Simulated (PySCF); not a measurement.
Compound: 3-ethylpentane, C7H16.
SMILES: `CCC(CC)CC`

Computed with PySCF 2.14.0, density-fitted response routines, TDDFT CAM-B3LYP/def2-SVPD, vertical, gas phase, core orbitals frozen in the response. Isolated species at its PBE0-D3(BJ)/def2-SVP geometry (one conformer only). Torsions of this conformer, `[CH3:1][CH2:2][CH:3]([CH2:4][CH3:5])[CH2:6][CH3:7]`: C1–C2–C3–C4 65°, C2–C3–C4–C5 162°, C2–C3–C6–C7 -58°.

```json
{"state": "S1", "E (eV)": "8.52", "E (hartree)": "0.3132", "f": "0.0004", "main configurations (H = HOMO, L = LUMO)": "H→L (87%)"}
{"state": "S2", "E (eV)": "8.63", "E (hartree)": "0.3170", "f": "0.0018", "main configurations (H = HOMO, L = LUMO)": "H-1→L (84%)"}
{"state": "S3", "E (eV)": "8.75", "E (hartree)": "0.3215", "f": "0.011", "main configurations (H = HOMO, L = LUMO)": "H-2→L (84%)"}
{"state": "S4", "E (eV)": "8.92", "E (hartree)": "0.3277", "f": "0.0041", "main configurations (H = HOMO, L = LUMO)": "H→L+1 (44%), H→L+2 (16%), H-3→L (15%)"}
{"state": "S5", "E (eV)": "8.98", "E (hartree)": "0.3298", "f": "0.0070", "main configurations (H = HOMO, L = LUMO)": "H→L+2 (53%), H→L+1 (17%), H→L+3 (17%)"}
{"state": "S6", "E (eV)": "9.02", "E (hartree)": "0.3314", "f": "0.0088", "main configurations (H = HOMO, L = LUMO)": "H-1→L+1 (45%), H-3→L (14%), H→L+1 (12%)"}
{"state": "S7", "E (eV)": "9.07", "E (hartree)": "0.3333", "f": "0.0057", "main configurations (H = HOMO, L = LUMO)": "H-1→L+2 (66%), H-1→L+3 (13%)"}
{"state": "S8", "E (eV)": "9.11", "E (hartree)": "0.3349", "f": "0.040", "main configurations (H = HOMO, L = LUMO)": "H→L+3 (39%), H-2→L+3 (13%), H-1→L+1 (11%)"}
{"state": "S9", "E (eV)": "9.16", "E (hartree)": "0.3365", "f": "0.033", "main configurations (H = HOMO, L = LUMO)": "H-2→L+2 (31%), H-1→L+3 (14%), H-2→L+3 (13%)"}
{"state": "S10", "E (eV)": "9.23", "E (hartree)": "0.3390", "f": "0.050", "main configurations (H = HOMO, L = LUMO)": "H-2→L+2 (37%), H-2→L+1 (23%), H-1→L+3 (10%)"}
```

Triplets, Tamm–Dancoff:

| state | E (eV) | λ (nm) | main configurations (H = HOMO, L = LUMO) |
| --- | --- | --- | --- |
| T1 | 8.33 | 148.9 | H→L (82%) |
| T2 | 8.44 | 146.9 | H-1→L (76%) |
| T3 | 8.48 | 146.2 | H-2→L (69%) |
| T4 | 8.69 | 142.7 | H→L+1 (28%), H→L+2 (21%), H-2→L+2 (15%) |

The lowest singlet comes at 145 nm (822 kJ/mol) in the vacuum ultraviolet; it is dark (f under 0.0005); its leading configuration is HOMO→LUMO (87%). The strongest level in the table is S10 at 9.23 eV (134 nm, f = 0.050). It is the last of those listed, so stronger ones may follow. Löwdin shares by element: HOMO carbon 54% or more (atoms not listed hold the other 46%); LUMO carbon 36% or more (atoms not listed hold the other 64%). The listed states span 0.70 eV, and the widest gap between neighbours is 0.17 eV (S3 to S4). Orbital energies (eV): HOMO-3 -10.68, HOMO-2 -10.12, HOMO-1 -10.01, HOMO -9.90, LUMO 1.40, LUMO+1 1.78, LUMO+2 1.85. Weighted by f, the mean energy of these states is 9.11 eV. All these states lie below the vertical ionisation energy of 10.57 eV (ΔSCF). Only the lowest 10 singlets were computed, as vertical energies without vibronic structure.
